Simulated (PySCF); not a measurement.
HN, singlet, geometry from GFN2-xTB, with bond 2-1 at 1.6 times its length; HF/def2-TZVP (PySCF).

PySCF was given this input:
```python
from pyscf import gto, scf

mol = gto.Mole()
mol.atom = '''
    N    -0.000000   -0.000000   -0.127957
    H     0.000000    0.000000    1.509898
'''
mol.basis = 'def2-tzvp'
mol.charge = 0
mol.spin = 0
mol.verbose = 4
mol.build()

mf = scf.RHF(mol)
mf.level_shift = 0.5
mf.max_cycle = 100
mf.kernel()
```

Question: What does PySCF print? Leave out banner, timings and long lists.

Answer: 
```
PySCF version 2.14.0

[INPUT] verbose = 4
[INPUT] num. atoms = 2
[INPUT] num. electrons = 8
[INPUT] charge = 0
[INPUT] spin (= nelec alpha-beta = 2S) = 0
[INPUT] symmetry False subgroup None
[INPUT] Mole.unit = angstrom
[INPUT] Symbol           X                Y                Z      unit          X                Y                Z       unit  Magmom
[INPUT]  1 N      0.000000000000   0.000000000000  -0.127957000000 AA    0.000000000000   0.000000000000  -0.241803685721 Bohr   0.0
[INPUT]  2 H      0.000000000000   0.000000000000   1.509898000000 AA    0.000000000000   0.000000000000   2.853293696029 Bohr   0.0

nuclear repulsion = 2.26164127864799
number of shells = 15
number of NR pGTOs = 54
number of NR cGTOs = 37
basis = def2-tzvp
ecp = {}

******** <class 'pyscf.scf.hf.RHF'> ********
method = RHF
initial guess = minao
damping factor = 0
level_shift factor = 0.5
DIIS = <class 'pyscf.scf.diis.CDIIS'>
diis_start_cycle = 1
diis_space = 8
diis_damp = 0
SCF conv_tol = 1e-09
SCF conv_tol_grad = None
SCF max_cycles = 100
direct_scf = True
direct_scf_tol = 1e-13
Set gradient conv threshold to 3.16228e-05
Initial guess from minao.
init E= -54.1977927071811

WARN: HOMO 0.0835011062430693 == LUMO 0.0835011062431174

cycle= 1 E= -54.7518593293706  delta_E= -0.554  |g|= 0.241  |ddm|= 0.941
  HOMO = -0.490596226933593  LUMO = 0.480636262931071  gap/eV = 26.42858
cycle= 2 E= -54.7642658982922  delta_E= -0.0124  |g|= 0.0508  |ddm|= 0.131
  HOMO = -0.45179801303953  LUMO = 0.524330423180343  gap/eV = 26.56181
cycle= 3 E= -54.7649721419654  delta_E= -0.000706  |g|= 0.0194  |ddm|= 0.0323
  HOMO = -0.454428008793107  LUMO = 0.524450275039746  gap/eV = 26.63663
cycle= 4 E= -54.765145466467  delta_E= -0.000173  |g|= 0.0086  |ddm|= 0.0178
  HOMO = -0.455449656133308  LUMO = 0.524555892076342  gap/eV = 26.66731
cycle= 5 E= -54.7651930641872  delta_E= -4.76e-05  |g|= 0.00384  |ddm|= 0.0105
  HOMO = -0.456209360001551  LUMO = 0.524304269988644  gap/eV = 26.68113
cycle= 6 E= -54.7652049429619  delta_E= -1.19e-05  |g|= 0.00163  |ddm|= 0.00564
  HOMO = -0.456396976152002  LUMO = 0.524246377426504  gap/eV = 26.68466
cycle= 7 E= -54.7652073601991  delta_E= -2.42e-06  |g|= 0.000707  |ddm|= 0.00254
  HOMO = -0.456539252374192  LUMO = 0.524148802594087  gap/eV = 26.68588
cycle= 8 E= -54.765207851172  delta_E= -4.91e-07  |g|= 0.000329  |ddm|= 0.00116
  HOMO = -0.456558013344193  LUMO = 0.52413609243564  gap/eV = 26.68605
cycle= 9 E= -54.7652079574653  delta_E= -1.06e-07  |g|= 0.000162  |ddm|= 0.000529
  HOMO = -0.456592508025123  LUMO = 0.524109797674892  gap/eV = 26.68627
cycle= 10 E= -54.7652079826893  delta_E= -2.52e-08  |g|= 8.7e-05  |ddm|= 0.000266
  HOMO = -0.456593471096706  LUMO = 0.524109411738461  gap/eV = 26.68628
cycle= 11 E= -54.7652079887232  delta_E= -6.03e-09  |g|= 4.48e-05  |ddm|= 0.000126
  HOMO = -0.45659637485141  LUMO = 0.524107047963501  gap/eV = 26.68630
cycle= 12 E= -54.7652079901539  delta_E= -1.43e-09  |g|= 2.32e-05  |ddm|= 5.96e-05
  HOMO = -0.456596570816543  LUMO = 0.524106849783291  gap/eV = 26.68630
cycle= 13 E= -54.7652079904997  delta_E= -3.46e-10  |g|= 1.17e-05  |ddm|= 2.82e-05
  HOMO = -0.456591405474183  LUMO = 0.024110742081832  gap/eV = 13.08057
Extra cycle  E= -54.7652079905901  delta_E= -9.05e-11  |g|= 8.42e-06  |ddm|= 2.21e-05
converged SCF energy = -54.7652079905901
```
